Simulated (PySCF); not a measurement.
Does the answer move with the share of exact exchange?

C3H8AlBr.
SMILES: `C[CH](C)[AlH][Br]`

Torsions of this conformer, `[CH3:1][CH:2]([CH3:3])[AlH:4][Br:5]`: C1–C2–Al4–Br5 65°.

PySCF, def2-SVPD basis, density fitting, gas phase, PBE0-D3(BJ)/def2-SVP geometry; singlet excitations by full TDDFT with frozen cores, triplets by Tamm–Dancoff TDDFT and ionisation energies by ΔSCF, from the lowest of the holes tried. One functional is left out:

```json
{"functional": "LDA", "exact exchange (%)": "0", "HOMO energy (eV)": "-6.34", "LUMO energy (eV)": "-2.38", "lowest singlet excitation (eV)": "4.07", "lowest triplet excitation (eV)": "3.85", "dipole moment (D)": "2.012", "mean polarisability (au)": "91.4", "vertical ionisation energy (eV)": "9.07"}
{"functional": "PBE", "exact exchange (%)": "0", "HOMO energy (eV)": "-6.26", "LUMO energy (eV)": "-2.13", "lowest singlet excitation (eV)": "4.22", "lowest triplet excitation (eV)": "3.94", "dipole moment (D)": "1.964", "mean polarisability (au)": "90.2", "vertical ionisation energy (eV)": "8.96"}
{"functional": "B3LYP", "exact exchange (%)": "20", "HOMO energy (eV)": "-7.27", "LUMO energy (eV)": "-1.56", "lowest singlet excitation (eV)": "4.63", "lowest triplet excitation (eV)": "4.36", "dipole moment (D)": "2.024", "mean polarisability (au)": "87.0", "vertical ionisation energy (eV)": "9.29"}
{"functional": "BHandHLYP", "exact exchange (%)": "50", "HOMO energy (eV)": "-8.59", "LUMO energy (eV)": "-0.59", "lowest singlet excitation (eV)": "5.17", "lowest triplet excitation (eV)": "4.85", "dipole moment (D)": "2.102", "mean polarisability (au)": "83.1", "vertical ionisation energy (eV)": "9.47"}
```

Problem. Predict the row of PBE0 (25 % exact exchange) by straight lines through the other rows, and check it.

Solution. 
```json
{"property": "HOMO energy (eV)", "line": "-7.46", "computed": "-7.46", "computed − line": "0.00", "B3LYP (20 %), for comparison": "-7.27"}
{"property": "LUMO energy (eV)", "line": "-1.41", "computed": "-1.37", "computed − line": "+0.04", "B3LYP (20 %), for comparison": "-1.56"}
{"property": "lowest singlet excitation (eV)", "line": "4.68", "computed": "4.72", "computed − line": "+0.04", "B3LYP (20 %), for comparison": "4.63"}
{"property": "lowest triplet excitation (eV)", "line": "4.39", "computed": "4.40", "computed − line": "+0.01", "B3LYP (20 %), for comparison": "4.36"}
{"property": "dipole moment (D)", "line": "2.042", "computed": "2.046", "computed − line": "+0.004", "B3LYP (20 %), for comparison": "2.024"}
{"property": "mean polarisability (au)", "line": "86.8", "computed": "86.1", "computed − line": "-0.7", "B3LYP (20 %), for comparison": "87.0"}
{"property": "vertical ionisation energy (eV)", "line": "9.27", "computed": "9.30", "computed − line": "+0.03", "B3LYP (20 %), for comparison": "9.29"}
```

Problem. Which of these properties follows the share of exact exchange most closely, and which least?

Solution. Most closely the HOMO energy, least the dipole moment; the correlations over the tabulated rows are HOMO energy -0.999, lowest triplet excitation 0.993, LUMO energy 0.992, lowest singlet excitation 0.989, mean polarisability -0.987, vertical ionisation energy 0.959, dipole moment 0.936. The HOMO energy moves by -0.459 eV for every 10 %. Functionals with the same share still differ in their other parts: at 0 % LDA and PBE differ by 0.08 eV in it.
